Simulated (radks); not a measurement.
All-electron atom: In3+ in [Kr] 4d10.

Method: Dirac Kohn-Sham, LB94 model potential, spin-unpolarised, spherical densities, finite nucleus; Fermi nuclear charge, rms radius 4.6156 fm; computed with a radial shooting solver on a logarithmic mesh with Libxc functionals.

Energy parts (hartree):
kinetic: 6199.10567
electron-nucleus: -14244.56188
Hartree: 2323.80716
(The LB94 potential has no energy functional, so no total or exchange-correlation energy is given.)

Orbitals (lengths in bohr, moments of r in powers of bohr; r(max) is where P^2 peaks):
1s1/2: occ. 2; eigenvalue (hartree) -1025.704; <r> 0.02967; <r^2> 0.001191; <1/r> 51.91; r(max) 0.01921; small-component weight 3.24e-02
2s1/2: occ. 2; eigenvalue (hartree) -155.2273; <r> 0.1278; <r^2> 0.01932; <1/r> 12.02; r(max) 0.1086; small-component weight 6.84e-03
2p1/2: occ. 2; eigenvalue (hartree) -145.0645; <r> 0.1081; <r^2> 0.01436; <1/r> 12.02; r(max) 0.08366; small-component weight 6.88e-03
2p3/2: occ. 4; eigenvalue (hartree) -137.2251; <r> 0.1134; <r^2> 0.01567; <1/r> 11.22; r(max) 0.08813; small-component weight 6.58e-03
3s1/2: occ. 2; eigenvalue (hartree) -30.82094; <r> 0.3481; <r^2> 0.1385; <1/r> 4.218; r(max) 0.3160; small-component weight 1.94e-03
3p1/2: occ. 2; eigenvalue (hartree) -26.67288; <r> 0.3388; <r^2> 0.1334; <1/r> 4.137; r(max) 0.3022; small-component weight 1.90e-03
3p3/2: occ. 4; eigenvalue (hartree) -25.26554; <r> 0.3499; <r^2> 0.1419; <1/r> 3.943; r(max) 0.3125; small-component weight 1.82e-03
3d3/2: occ. 4; eigenvalue (hartree) -17.89358; <r> 0.3211; <r^2> 0.1224; <1/r> 3.798; r(max) 0.2560; small-component weight 1.71e-03
3d5/2: occ. 6; eigenvalue (hartree) -17.60253; <r> 0.3246; <r^2> 0.1250; <1/r> 3.747; r(max) 0.2590; small-component weight 1.69e-03
4s1/2: occ. 2; eigenvalue (hartree) -5.79490; <r> 0.8470; <r^2> 0.8136; <1/r> 1.649; r(max) 0.7671; small-component weight 5.20e-04
4p1/2: occ. 2; eigenvalue (hartree) -4.44650; <r> 0.8999; <r^2> 0.9277; <1/r> 1.530; r(max) 0.7967; small-component weight 4.61e-04
4p3/2: occ. 4; eigenvalue (hartree) -4.19748; <r> 0.9316; <r^2> 0.9938; <1/r> 1.463; r(max) 0.8229; small-component weight 4.33e-04
4d3/2: occ. 4; eigenvalue (hartree) -2.11040; <r> 1.144; <r^2> 1.549; <1/r> 1.166; r(max) 0.9272; small-component weight 2.91e-04
4d5/2: occ. 6; eigenvalue (hartree) -2.07731; <r> 1.159; <r^2> 1.587; <1/r> 1.150; r(max) 0.9379; small-component weight 2.84e-04

The highest occupied level is 4d5/2 at -56.526 eV. For comparison, the ionisation energy in NIST's Atomic Spectra Database is 55.45 eV (measured). In exact Kohn-Sham theory the highest level is minus the ionisation energy, but local and semilocal functionals leave it too shallow, through self-interaction and a potential that decays too fast; potentials with the right tail come closer. The electron density at the nucleus is 1.747e+05 e/bohr^3. The density falls to 0.001 e/bohr^3 at r = 2.96 bohr.
